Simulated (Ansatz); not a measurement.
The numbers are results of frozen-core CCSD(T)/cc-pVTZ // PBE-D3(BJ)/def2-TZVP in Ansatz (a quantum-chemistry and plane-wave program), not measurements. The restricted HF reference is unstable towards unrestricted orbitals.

Ansatz 0.2 input:
```yaml
crystal:
  periodic: [false, false, false]
  atoms:
    - { symbol: O, position_ang: [-2.228969, 1.282962, 0.303984] }
    - { symbol: C, position_ang: [-1.108266, 0.848278, 0.196647] }
    - { symbol: C, position_ang: [-0.708882, -0.593044, -0.119032] }
    - { symbol: C, position_ang: [0.776848, -0.693956, -0.159063] }
    - { symbol: C, position_ang: [1.424646, 0.45624, 0.080822] }
    - { symbol: S, position_ang: [0.40064, 1.85157, 0.393894] }
    - { symbol: H, position_ang: [-1.186039, -0.871922, -1.074284] }
    - { symbol: H, position_ang: [-1.164882, -1.243172, 0.647357] }
    - { symbol: H, position_ang: [1.290546, -1.631865, -0.367618] }
    - { symbol: H, position_ang: [2.504358, 0.594911, 0.097294] }
basis:
  gaussian: { orbitals: cc-pVTZ }
correlation:
  method: ccsd_t
```

Output:

```
Functional definition: HF
1403 factors; integrals over basis functions are off by at most 1.1e-3 eV
mean field evaluation 1: about -17036.6422 eV, gradient 4.3e1 eV
mean field evaluation 2: about -17037.0464 eV, gradient 4.3e1 eV
mean field evaluation 4: about -17041.5625 eV, gradient 5.7e0 eV
mean field evaluation 8: about -17041.7143 eV, gradient 7.5e-1 eV
mean field evaluation 16: about -17041.7202 eV, gradient 2.3e-6 eV
mean field -17041.72022745 eV, -626.2716670658 hartree, gradient 2.2e-6 eV, S^2 0.000000; 0 other end points of the search recorded, 0 dependent functions left out; unrestricted orbitals would lower it
10 core orbitals not correlated
reference -17041.72022745 eV, -626.2716670658 hartree; 16, 16 occupied and 214, 214 virtual orbitals, 1403 factors
second order -28.21842888 eV of doubles, -0.00000000 eV of singles
cycle   1  -27.99244204 eV  change    2.3e-1 eV  update   1.4e-1
cycle   2  -28.78189875 eV  change   -7.9e-1 eV  update   4.6e-2
cycle   3  -28.98769780 eV  change   -2.1e-1 eV  update   2.4e-2
cycle   4  -28.97131711 eV  change    1.6e-2 eV  update   6.9e-3
cycle   5  -28.96821552 eV  change    3.1e-3 eV  update   3.3e-3
cycle   6  -28.96995579 eV  change   -1.7e-3 eV  update   1.3e-3
cycle   7  -28.96912359 eV  change    8.3e-4 eV  update   5.7e-4
cycle   8  -28.96884427 eV  change    2.8e-4 eV  update   2.3e-4
cycle   9  -28.96893415 eV  change   -9.0e-5 eV  update   9.2e-5
cycle  10  -28.96893506 eV  change   -9.1e-7 eV  update   4.2e-5
cycle  11  -28.96890484 eV  change    3.0e-5 eV  update   1.7e-5
perturbative correction -1.50659800 eV, -0.0553664552 hartree
Total energy: -17072.19573029 eV, -627.3916211382 hartree
```

Cost: very roughly 8 core-minutes.
